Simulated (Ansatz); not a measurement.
Ideal-gas functions of GeH₄OSi, SMILES `[O]1[SiH2][GeH2]1` at 800 K and 1 bar, from an Ansatz frequency run at PBE0-D4/def2-TZVP.

Molar mass 120.73 g/mol, point group Cs (symmetry number 1), electronic degeneracy 1, moments of inertia 30.917, 133.0, 151.416 u Å². Harmonic wavenumbers (cm⁻¹, unscaled): 366, 398, 435, 501, 581, 646, 660, 781, 869, 908, 976, 2148, 2161, 2225, 2239.

Use S(trans) = R[1.5 ln M + 2.5 ln T − 1.1517]; rotational temperatures θ = 24.2544 K / I; S(rot) = R[ln(√π/σ · √(T³/θAθBθC)) + 1.5]; for each mode x = 1.438777 ν̃/T, S = R[x/(eˣ − 1) − ln(1 − e⁻ˣ)] and H = RT x/(eˣ − 1); 1 cm⁻¹ = 0.0119627 kJ/mol; R = 8.31446 J/(mol·K).

Q: By hand: the entropy, in J/(mol·K).

A: Translation 189.2. Rotation: θ = 0.7845, 0.1824, 0.1602 K, giving 116.3. Vibration, mode by mode: 11.94, 11.27, 10.56, 9.46, 8.32, 7.52, 7.36, 6.14, 5.40, 5.10, 4.63, 0.87, 0.85, 0.77, 0.76, in all 90.9. Electronic 0.0. Sum 396.4 J/(mol·K).

Q: By hand: H − E and G − E in kJ/mol, counted from the electronic energy.

A: Zero-point energy ½ × 15894 × 0.0119627 = 95.1; thermal vibration 41.4; translation, rotation and pV give 4 RT = 26.6. H − E = 163.1 kJ/mol, and G − E = 163.1 − 800 × 396.4/1000 = -154.0 kJ/mol.

Vibration gives 23 % of the entropy.
